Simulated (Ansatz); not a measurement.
F6Ti (SMILES [F][Ti-2]([F])([F])([F])([F])[F]), charge -2, singlet, geometry from GFN2-xTB (such geometries of metal compounds can be far from the true shape) (a gas-phase anion, which may not be bound at this level); B97M-V/STO-3G run with Ansatz (a program for electronic structure).

Ansatz was given this input:
Ansatz 0.2 input:
```yaml
crystal:
  periodic: [false, false, false]
  atoms:
    - {symbol: Ti, position_ang: [-0.00000000, 0.00000000, 0.00000000]}
    - {symbol: F, position_ang: [1.10350812, -0.45756914, -1.41918531]}
    - {symbol: F, position_ang: [-1.10350812, 0.45756914, 1.41918531]}
    - {symbol: F, position_ang: [-1.17988332, 0.81162927, -1.17911828]}
    - {symbol: F, position_ang: [-0.91177399, -1.60408075, -0.19178056]}
    - {symbol: F, position_ang: [0.91177399, 1.60408075, 0.19178056]}
    - {symbol: F, position_ang: [1.17988332, -0.81162927, 1.17911828]}
basis:
  gaussian:
    orbitals: STO-3G
hamiltonian:
  xc: {name: B97M-V}
total_charge: -2
accuracy: high
```

Problem. What does Ansatz print? Leave out banner, timings and long lists.

Solution. 
```
Functional definition: B97M-V
1150 factors; integrals over basis functions are off by at most 3.8e-9 eV
mean field evaluation 1: about -38941.9295 eV, gradient 1.2e1 eV
mean field evaluation 2: about -38940.7980 eV, gradient 2.4e1 eV
mean field evaluation 4: about -38942.3709 eV, gradient 4.6e-3 eV
mean field evaluation 8: about -38942.2497 eV, gradient 3.1e-3 eV
mean field evaluation 16: about -38942.2497 eV, gradient 4.1e-8 eV
mean field -38942.24969206 eV, -1431.1012801784 hartree, gradient 4.1e-8 eV, S^2 0.000000; 0 other end points of the search recorded, 0 dependent functions left out
reference -38942.24969538 eV, -1431.1012803002 hartree; 39, 39 occupied and 9, 9 virtual orbitals, 1150 factors
Total energy: -38942.24969538 eV, -1431.1012803002 hartree
```
